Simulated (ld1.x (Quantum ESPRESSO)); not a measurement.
**What the settings do to the PAW potential of Mo (Z = 42)**

Base potential:

```
Element                 : Mo (Z = 42)
Generator               : ld1.x (Quantum ESPRESSO) 7.5
Type                    : PAW
Functional              : revPBE
Relativity              : scalar-relativistic
Frozen core             : [Ar] 3d10
Valence charge          : 14
Reference configuration : 4s2 4p6 4d5.5 5s0.5 5p0
Partial waves           : 4s (bound): rcut 1.75, rcutus 1.95 bohr; 5s (bound): rcut 1.75, rcutus 1.95 bohr; 4p (bound): rcut 1.65, rcutus 2.05 bohr; 5p (bound, empty): rcut 1.65, rcutus 2.05 bohr; 4d (bound): rcut 1.90, rcutus 2.35 bohr; 4d channel at 2.45 Ry: rcut 1.90, rcutus 2.35 bohr
Local potential         : all-electron potential smoothed inside 2.25 bohr (lloc = -2)
Core correction         : a·sin(br)/r model core, default radius (core density twice the valence density)
Augmentation charge     : PSQ, inside the norm-conserving radii
```

Cutoffs, loose and tight: the cutoffs (Ry, on a coarse ladder) from which the occupation-weighted sum of valence levels, in a spherical-Bessel basis at the reference potential, stays within 10 and 1 mRy of its value at 400 Ry. They do not see the model core or the augmentation charge, which bear on the density cutoff. Test errors are all-electron minus pseudo excitation energies from the reference, over the configurations 4s2 4p6 4d5 5s1 5p0; 4s2 4p6 4d5 5s0 5p0; 4s2 4p6 4d4 5s0 5p0; 4s2 4p6 4d4 5s1 5p0; 4s1 4p6 4d5 5s1 5p0; 4s2 4p6 4d3 5s0 5p0; 4s2 4p6 4d5 5s0.5 5p0. A dash means not determined; rows that change the core or the reference have their own tests. The largest error is taken over the tests solved by every variant that gives reliable tests at all: 4s2 4p6 4d4 5s0 5p0; 4s2 4p6 4d4 5s1 5p0; 4s2 4p6 4d5 5s0 5p0; 4s2 4p6 4d5 5s1 5p0.

Cutoffs are not given where the Bessel-basis levels miss the radial ones by over 6 mRy, ghosts where they miss by over 20 mRy; a channel whose overlap is not positive is not tested.

The default core radius of the base comes out at 0.72 bohr.

A file whose overlap is not positive is unfit for use, and its test errors describe a broken file.

| change | outcome | cutoff, loose | cutoff, tight | bound ghosts | largest test error (meV) |
| --- | --- | --- | --- | --- | --- |
| base | generated | 21 Ry | 35 Ry | none | -2.5 |
| core correction a·sin(br)/r model core inside 0.80 bohr | generated | 21 Ry | 35 Ry | none | -2.5 |
| wave 4d channel at 2.45 Ry: rcut 1.90, rcutus 2.35 bohr becomes 4d channel at 2.13 Ry: rcut 1.90, rcutus 2.35 bohr | generated | 21 Ry | 35 Ry | none | +4.1 |
| waves 4s (bound): rcut 1.75, rcutus 1.90 bohr; 5s (bound): rcut 1.75, rcutus 1.90 bohr | generated | 21 Ry | 35 Ry | none | -2.5 |
| augmentation BESSEL, radius 1.15 bohr | generated | 21 Ry | 35 Ry | none | +3.5 |
| local potential all-electron potential smoothed inside 0.98 bohr (lloc = -2) | generated, overlap not positive | – | – | not determined (overlap not positive) | +10 |

**Question.** What comes out with this change to the base: waves 4p (bound): rcut 1.65, rcutus 1.84 bohr; 5p (bound): rcut 1.65, rcutus 1.84 bohr?

**Answer.** outcome: generated; cutoff, loose: 25 Ry; cutoff, tight: 45 Ry; bound ghosts: none; largest test error (meV): -2.6.
